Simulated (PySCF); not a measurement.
Excitations are Tamm–Dancoff values on a coarser integration grid. The basis has no diffuse functions, so Rydberg states are missing or too high.

Cartesian coordinates (Å):
```xyz
16

C     -2.3668    -1.4850     0.3597
O     -0.9647    -1.4564     0.3591
Ga    -0.0014     0.0170     0.1944
O     -0.8024     1.5838     0.0209
C     -0.1216     2.8019    -0.1203
O      1.7643    -0.0768     0.2029
C      2.4865    -1.2715     0.3379
H     -2.7378    -1.9166     1.3063
H     -2.7339    -2.1243    -0.4628
H     -2.8277    -0.4879     0.2416
H     -0.4102     3.4938     0.6907
H     -0.3931     3.2810    -1.0777
H      0.9780     2.6969    -0.0971
H      1.8448    -2.1672     0.4190
H      3.1520    -1.4126    -0.5321
H      3.1232    -1.2320     1.2397
```
Charge 0, spin multiplicity 1.

### Question
Predict the S1–T1 gap (TDA), HOMO–LUMO gap and LUMO from ωB97X-D3(BJ)/def2-TZVP // PBE0-D3(BJ)/def2-SVP (PySCF 2.14.0).

### Answer

S1–T1 gap (TDA): 0.35 eV
HOMO–LUMO gap: 11.77 eV
LUMO: 1.43 eV
